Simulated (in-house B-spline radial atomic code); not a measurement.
The numbers below are computed, except where a source is named.
## Correlation energy from the adiabatic connection: −V exp(−r²/w²), V = 2.36, w = 11.1

Two electrons in a singlet, external potential −V exp(−r²/w²), V = 2.36, w = 11.1 (atomic units). Full CI in B-splines (partial waves to l = 8, correlation up to 0.6 % small) with the density held fixed gives W(λ) = <V_ee>_λ − U, and E_c is the integral of W(λ) − W(0) from 0 to 1.

```csv
λ,W(λ) − W(0) (hartree)
0,0.00000
0.02,-0.00201
0.05,-0.00490
0.12,-0.01114
0.25,-0.02108
0.4,-0.03044
0.6,-0.04029
0.8,-0.04798
1,-0.05414
```

Integrate the table by the trapezoid rule.

The strips give -0.00002, -0.00010, -0.00056, -0.00209, -0.00386, -0.00707, -0.00883, -0.01021, which sum to -0.03276 hartree. The direct value, W(1) − W(0) + T_c with T_c = 0.02124, is -0.03290; the curve is convex, so chords lie above it and the trapezoids fall short in size by 0.43 %.

Now use only three numbers: W(0) = -0.29745, the initial slope W'(0) = -0.1019 (extrapolated from the first points) and the strong-coupling limit of the point-charge-plus-continuum model, W∞ = -0.40537. What do second-order theory and the interpolation W(λ) = W∞ + (W(0) − W∞)/√(1 + 2χλ) of Seidl, Perdew and Levy give?

Second order keeps the slope alone: E_c = W'(0)/2 = -0.05095, +55 % in size against -0.03290. Matching the slope fixes χ = W'(0)/(W∞ − W(0)) = -0.1019/(-0.10792) = 0.94422. Integrating, with s = √(1 + 2χ) = 1.699540, E_c = −(W(0) − W∞)(s − 1)/(s + 1) = −0.10792 × 0.699540/2.699540 = -0.02797 hartree, -15.0 % in size against the full result. At λ = 1 the formula gives W − W(0) = -0.04442 against -0.05414. Part of the miss can come from the model's W∞.
